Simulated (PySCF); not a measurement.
NICS in rings of unrelated molecules.

NICS is the negative of the GIAO shielding at a point without a nucleus: at the ring centre (0) and 1 Å above and below it (1); zz is the component along the ring normal. Level: GIAO PBE0/pcSseg-1 (PySCF, non-relativistic, gas phase) on the GFN2-xTB geometries, one conformer each. Atom numbers follow the mapped SMILES.

Task: Order these rings by mean NICS(1)zz, lowest (most negative) first (ppm).
A. ring C2–C3–C4–C5–C7 in `[OH:1][C@@H:2]1[CH:3]=[CH:4][C@H:5]([Cl:6])[C@H:7]1[SiH3:8]`
B. ring C3–C4–C5–C6–C7–C8 in `[CH:1]#[C:2][c:3]1[cH:4][cH:5][cH:6][c:7]2[c:8]1[C:9](=[O:10])[O:11][CH2:12]2`
C. ring C3–C4–C5–C6–C8–C9 in `[H]/[N:1]=[CH:2]/[c:3]1[cH:4][cH:5][c:6]([NH2:7])[cH:8][cH:9]1`
D. ring N3–C4–C5–N6–C7 in `[CH3:1][CH2:2][n+:3]1[cH:4][cH:5][nH:6][cH:7]1` (charge +1)
E. ring C2–Si3–C4–Si6 in `[CH3:1][C@@H:2]1[SiH2:3][C@@H:4]([F:5])[Si@H:6]1[C:7]#[N:8]`
F. ring C7–S8–C9–C10–C12 in `[F:1][C:2]([F:3])([F:4])[c:5]1[cH:6][c:7]2[s:8][cH:9][c:10]([Cl:11])[c:12]2[o:13]1`
G. ring C3–C4–N5–N6–N7 in `[CH:1]#[C:2][c:3]1[cH:4][n:5][n:6][nH:7]1`

Result: G (-33.6), D (-29.1), B (-26.5), C (-22.7), F (-21.7), A (-3.3), E (3.0).

| SMILES | ring | NICS(0) | NICS(1) | NICS(1)zz | HOMA | rms pucker (Å) | ring atoms with four or more neighbours |
| --- | --- | --- | --- | --- | --- | --- | --- |
| C#Cc1cnn[nH]1 | 5-membered ring with 3 N; formal bonds all aromatic | -13.6 | -13.0 | -33.6 | 0.95 | 0.00 | 0 |
| CC[n+]1cc[nH]c1 | 5-membered ring with 2 N; formal bonds all aromatic | -14.4 | -10.7 | -29.1 | 0.94 | 0.00 | 0 |
| C#Cc1cccc2c1C(=O)OC2 | 6-membered carbocycle; formal bonds all aromatic | -8.6 | -11.1 | -26.5 | 0.99 | 0.00 | 0 |
| [H]/N=C/c1ccc(N)cc1 | 6-membered carbocycle; formal bonds all aromatic | -7.2 | -9.6 | -22.7 | 0.97 | 0.00 | 0 |
| FC(F)(F)c1cc2scc(Cl)c2o1 | 5-membered ring with S; formal bonds all aromatic | -13.0 | -10.2 | -21.7 | 0.84 | 0.00 | 0 |
| O[C@@H]1C=C[C@H](Cl)[C@H]1[SiH3] | 5-membered carbocycle; formal bonds 1 double, 4 single | -3.4 | -4.2 | -3.3 | – | 0.09 | 3 |
| C[C@@H]1[SiH2][C@@H](F)[Si@H]1C#N | 4-membered ring with 2 Si; formal bonds all single | -1.5 | -1.7 | 3.0 | – | 0.07 | 4 |

NICS(0) gives another order. The isotropic NICS(1) gives another order. Over the 5 rings with a HOMA value its correlation coefficient with NICS(1)zz is -0.37. HOMA uses Krygowski's 1993 parameters; it is left out where a ring has a four-coordinate atom, a triple bond, no multiple bond or a kind of bond without parameters. NICS(1) and NICS(1)zz are means over the two faces.
